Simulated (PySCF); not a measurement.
PySCF job for 2-chlorobuta-1,3-diene (C4H5Cl), SMILES C(C(=C)Cl)=C, KT2/pcSseg-1. Geometry: B3LYP-D3(BJ)/def2-SVP. The values are those of a single conformer.

```python
import numpy as np
from pyscf import gto, scf, dft
from pyscf.prop.nmr import rks as nmr

mol = gto.M(
    atom='''
    C    -0.44051981    2.07799674    0.00000000
    C     0.60178153    1.23643030    0.00000000
    C     0.54127741   -0.22544289    0.00000000
    C     1.62333686   -1.01889805    0.00000000
    Cl   -1.05783411   -0.95558351   -0.00000000
    H    -1.46798320    1.70780336   -0.00000000
    H    -0.28646871    3.15922083    0.00000000
    H     1.62233761    1.63448127   -0.00000001
    H     2.61986007   -0.57106936   -0.00000001
    H     1.54017824   -2.10603296    0.00000000
    ''',
    basis='pcSseg-1',
    charge=0,
    spin=0,
    max_memory=1600,
    verbose=3,
)
mf = dft.RKS(mol, xc='kt2')
mf.grids.level = 3
mf.conv_tol = 1e-10
mf.max_cycle = 100
mf.kernel()
n = nmr.NMR(mf)
n.verbose = 2
n.max_cycle_cphf = 60
sigma = n.kernel()
print('atom   isotropic/ppm   span/ppm')
for i, s in enumerate(sigma):
    w = np.linalg.eigvalsh((s + s.T) / 2)
    print(f'{mol.atom_symbol(i):2s}{i + 1:3d} {w.mean():14.3f} {w[2] - w[0]:11.3f}')
```

It prints:

```
converged SCF energy = -621.725528797352
atom   isotropic/ppm   span/ppm
C   1         66.510     194.269
C   2         50.769     182.495
C   3         37.953     151.360
C   4         69.835     156.102
Cl  5        725.171     507.784
H   6         25.461       7.228
H   7         25.830       4.389
H   8         24.986       4.388
H   9         25.866       6.666
H  10         25.829       7.225
```

The calculation finished and met its thresholds.
